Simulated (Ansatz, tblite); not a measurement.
Forces on the cluster Zr₄O₈⁻ at its PBE-D4/def2-SVP geometry. Total charge -1; doublet.

In the def2 sets Zr takes a core potential; there is no spin–orbit coupling. The xTB rows come from tblite. At PBE-D4/def2-SVP the gap within one spin of the charge -1 doublet nearly closes, so an electron or hole may be smeared out by delocalisation error. The structure comes from a short search, and lower isomers may exist.

GFN1-xTB (tblite), largest force 2.19 eV/Å:

```xyz
12
positions Å, forces eV/Å
Zr    0.369   -1.631   -0.326   -0.061   -0.465   -0.150
Zr    0.337    0.645   -2.469   -0.678   -0.551    2.003
Zr    0.150    1.623    0.494   -0.125    0.468    0.087
Zr   -1.191   -0.632    2.192    0.638    0.551   -2.014
O    -0.629    1.940   -1.460    0.422   -0.113   -0.506
O     0.612   -0.348    1.546   -0.351   -0.219    0.775
O     1.411    0.319   -0.892    0.176    0.222   -0.831
O     0.993    3.058    1.164   -0.247   -0.329   -0.172
O    -0.425   -1.083   -2.222    0.388    0.391   -0.380
O     1.407   -3.092   -0.386   -0.293    0.337   -0.003
O    -1.619    1.113    1.560    0.082   -0.398    0.532
O    -1.415   -1.911    0.798    0.048    0.106    0.659
```

GFN2-xTB (tblite), largest force 1.21 eV/Å:

```
Zr 0.290 -0.517 -0.049
Zr -0.511 -0.176 0.560
Zr 0.220 0.510 0.212
Zr -0.082 0.184 -0.751
O -0.131 0.380 -0.372
O 0.701 -0.197 0.966
O 1.139 0.170 -0.370
O -0.387 -0.382 -0.232
O -0.094 -0.172 -0.511
O -0.440 0.394 -0.036
O -0.371 0.179 0.361
O -0.334 -0.373 0.222
```

PBE-D4/def2-SVP (Ansatz), largest force 0.02 eV/Å:

```
Zr -0.002 0.000 -0.005
Zr 0.006 -0.001 -0.003
Zr -0.004 0.001 -0.001
Zr 0.002 0.000 0.009
O 0.003 0.009 0.008
O -0.011 0.001 -0.013
O -0.017 -0.001 0.004
O 0.004 -0.016 -0.003
O 0.004 -0.010 0.003
O 0.001 0.016 0.005
O 0.006 0.011 0.000
O 0.007 -0.009 -0.005
```
